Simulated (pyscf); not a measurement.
## HO–SiH•–OH, doublet

Gas-phase minimum from PySCF at ωB97X-D3(BJ)/def2-SVP, one conformer. Other isomers of HO–SiH•–OH were not searched in full and may lie lower. 

SMILES: O[SiH]O
```xyz
6

O      0.5372    -1.1202    -0.6821
Si     0.7236     0.3281     0.1130
O     -0.4864     1.3557    -0.4178
H      0.4521    -1.0737    -1.6408
H      0.5793    -0.0186     1.5656
H     -0.3334     2.2988    -0.2976
```
Charge 0, spin multiplicity 2.

Bonds (Å): O1–Si2 1.663, O1–H4 0.964, Si2–O3 1.674, Si2–H5 1.500, O3–H6 0.963. Bond angles (°): Si2–O1–H4 116.3, O1–Si2–O3 107.6, O1–Si2–H5 104.5, O3–Si2–H5 112.3, Si2–O3–H6 116.5.

Properties at ωB97X-D3(BJ)/def2-SVP:

| Item | Result |
|---|---|
| Harmonic wavenumbers, unscaled | 193, 219, 360, 702, 755, 792, 835, 881, 939, 2171, 3925, 3933 cm⁻¹ |
| Zero-point energy | 22.5 kcal/mol |
| Rotational symmetry number | 1 |
| Entropy of this conformer at 298 K and 1 atm, rigid rotor and harmonic oscillator, modes under 100 cm⁻¹ raised to 100 | 290.1 J/(mol K) |
| Dipole moment | 2.10 D |
| Spin expectation value S2 | 0.752 |

Single-point totals, which compare only within one level (frozen core for MP2 and CC):

```csv
level,total energy (hartree)
ωB97X-D3(BJ)/def2-TZVP,-441.90387
PBE/def2-TZVP,-441.55289
r²SCAN/def2-TZVP,-441.76542
B3LYP-D3(BJ)/def2-TZVP,-441.89154
PBE0-D3(BJ)/def2-TZVP,-441.58125
M06-2X/def2-TZVP,-441.78507
ωB97M-D3(BJ)/def2-TZVP,-441.93246
UHF/def2-TZVPP,-440.54218
MP2/def2-TZVPP,-441.12771
CCSD/def2-TZVPP,-441.14286
CCSD(T)/def2-TZVPP,-441.16390
```

Soft torsions are taken as harmonic, which can shift the entropy by several J/(mol K). The CCSD(T) − MP2 part came from Ansatz, without density fitting, on the same reference.
